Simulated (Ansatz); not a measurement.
The first iterations of a band of CH4OSi2 (8 atoms, charge 0, multiplicity 1).

Computed with UKS B3LYP-D4/def2-SVP (Ansatz).

```json
{"movable images": "1", "climbing image": "no", "spring": "5.0 eV/Å²", "optimiser": "quadratic models (default)", "start path": "through a guess of the saddle point", "force threshold": "0.05 eV/Å", "iteration limit": "60", "end points": "relaxed"}
```

First end point:

```xyz
8
Properties=species:S:1:pos:R:3
O 0.684 -0.901 3.139
Si 0.733 -0.694 1.628
C 0.732 -0.430 -0.044
Si -0.634 0.515 -0.867
H 1.575 -0.847 -0.607
H -1.606 0.932 0.189
H -0.128 1.739 -1.559
H -1.357 -0.313 -1.879
```

Last end point:

```xyz
8
Properties=species:S:1:pos:R:3
O -0.476 -0.611 1.534
Si 1.216 -0.417 1.440
C 0.916 0.236 -0.401
Si -0.899 -0.072 -0.039
H 1.387 -0.381 -1.186
H -1.795 1.117 0.028
H 1.226 1.283 -0.567
H -1.576 -1.155 -0.809
```

| iteration | highest image above the first end (eV) | largest band force component (eV/Å) |
| --- | --- | --- |
| 1 | 3.404 | 4.857 |
| 2 | 3.236 | 1.955 |
| 3 | 3.019 | 1.601 |
| 4 | 2.711 | 1.100 |
| 5 | 2.375 | 0.689 |
| 6 | 2.105 | 1.255 |
| 7 | 1.849 | 1.325 |
| 8 | 1.650 | 1.108 |
| 9 | 1.398 | 3.543 |

Q: Does the band converge within its limit, and where does its top end?

A: It converged. It ended after 29 iterations with the highest image 0.528 eV above the first end. Neighbouring images differ by up to 3.0 eV, so the band resolves the path poorly. No image climbed, so the highest image needn't sit at the top of the path. A band with more images between the same ends climbed to 1.91 eV, so this one has probably stepped over the top. So few images can step over the top or miss a turn of the path. The orbitals were unrestricted but ended closed-shell.

Time of the run: 40 s on 2 threads of Intel(R) Xeon(R) 6975P-C (Granite Rapids), with other jobs on the host, peak memory 0.26 GiB.
